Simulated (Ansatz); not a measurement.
Another site gives an ion 0.03 eV lower (`[NH-][SiH3]`) at the level frozen-core CCSD(T)/aug-cc-pVTZ // B3LYP-D3(BJ)/def2-TZVPD (Ansatz, an electronic-structure program).

Method: Ansatz with frozen-core CCSD(T)/aug-cc-pVTZ // B3LYP-D3(BJ)/def2-TZVPD.

Ansatz 0.2 input:
```yaml
crystal:
  periodic: [false, false, false]
  atoms:
    - { symbol: N, position_ang: [-0.863787, -0.308985, -0.244934] }
    - { symbol: Si, position_ang: [0.85723, 0.273924, -0.539578] }
    - { symbol: H, position_ang: [-1.549174, 0.264476, -0.719398] }
    - { symbol: H, position_ang: [-1.162524, -0.408236, 0.719785] }
    - { symbol: H, position_ang: [1.591842, -0.95035, 0.048081] }
    - { symbol: H, position_ang: [1.126414, 1.129172, 0.736044] }
basis:
  gaussian: { orbitals: aug-cc-pVTZ }
correlation:
  method: ccsd_t
total_charge: -1
```

Output:

```
Functional definition: HF
1048 factors; integrals over basis functions are off by at most 7.2e-4 eV
mean field evaluation 1: about -9406.5086 eV, gradient 1.6e1 eV
mean field evaluation 2: about -9406.5132 eV, gradient 1.6e1 eV
mean field evaluation 4: about -9407.5732 eV, gradient 1.6e0 eV
mean field evaluation 8: about -9407.5899 eV, gradient 1.3e-3 eV
mean field evaluation 16: about -9407.5829 eV, gradient 1.8e-1 eV
mean field -9407.58988388 eV, -345.7225515390 hartree, gradient 8.7e-6 eV, S^2 0.000000; 0 other end points of the search recorded, 0 dependent functions left out
6 core orbitals not correlated
reference -9407.58988388 eV, -345.7225515390 hartree; 7, 7 occupied and 175, 175 virtual orbitals, 1048 factors
second order -10.14577480 eV of doubles, -0.00000000 eV of singles
cycle   1  -10.54690445 eV  change   -4.0e-1 eV  update   7.8e-2
cycle   2  -10.85093371 eV  change   -3.0e-1 eV  update   2.5e-2
cycle   3  -10.90472754 eV  change   -5.4e-2 eV  update   1.2e-2
cycle   4  -10.89889479 eV  change    5.8e-3 eV  update   3.6e-3
cycle   5  -10.89806185 eV  change    8.3e-4 eV  update   1.7e-3
cycle   6  -10.89810174 eV  change   -4.0e-5 eV  update   6.1e-4
cycle   7  -10.89788790 eV  change    2.1e-4 eV  update   2.7e-4
cycle   8  -10.89786850 eV  change    1.9e-5 eV  update   1.1e-4
cycle   9  -10.89790697 eV  change   -3.8e-5 eV  update   5.3e-5
cycle  10  -10.89790143 eV  change    5.5e-6 eV  update   2.3e-5
cycle  11  -10.89789506 eV  change    6.4e-6 eV  update   9.5e-6
perturbative correction -0.44464033 eV, -0.0163402307 hartree
Total energy: -9418.93241926 eV, -346.1393820263 hartree
```

Cost: about 50 core-seconds (a rough figure).
